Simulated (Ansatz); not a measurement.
Consider the redistribution: `[NH2][Al]1[NH][SiH2]1` + `[NH2][Ge][F]` → `[F][Al]1[NH][SiH2]1` + `[NH2][Ge][NH2]`.

Computed with Ansatz on PBE0-D4/def2-TZVP structures; ΔE is electronic, products minus reactants. CCSD(T)/CBS adds triple-zeta CCSD(T) − MP2 to the extrapolated MP2 energy (def2 sets, frozen cores). DFT in def2-TZVPP. B3LYP here is the variant with VWN-RPA as its local correlation; programs differ in this. For Ge outer-core shells are correlated without core-valence functions, which leaves a few kJ/mol of doubt a bond. Scalar relativity is left out up to krypton. Each species was taken in one conformer, which may not be the lowest.

(1) Is it downhill or uphill in electronic energy at CCSD(T)/CBS, and by how much? (Estimate.)

(2) What do these levels give: LDA (SPW92), B3LYP-D4, BHLYP-D4, BLYP, RPA@PBE/def2-TZVPP, MP2/def2-QZVPP? (Best estimate.)

Largest T1 diagnostic among the species: 0.014.

Results:

(1) Computed: Downhill: ΔE = -0.34 eV.

(2) Computed: LDA (SPW92) -0.25, B3LYP-D4 -0.25, BHLYP-D4 -0.27, BLYP -0.21, RPA@PBE/def2-TZVPP -0.32, MP2/def2-QZVPP -0.36 eV.

Leaving LDA and LC-ωPBE aside and taking each functional with its dispersion term where it has one, the values, not all of them listed here, spread over 0.09 eV, from PBE-QIDH to B97M-V. At CCSD(T), def2-SVP lies +0.06 eV from the extrapolated value and def2-TZVPP +0.01 eV. From BLYP to BHLYP (50 % exact exchange), in def2-TZVPP and without D4, ΔE moves by −0.05 eV.
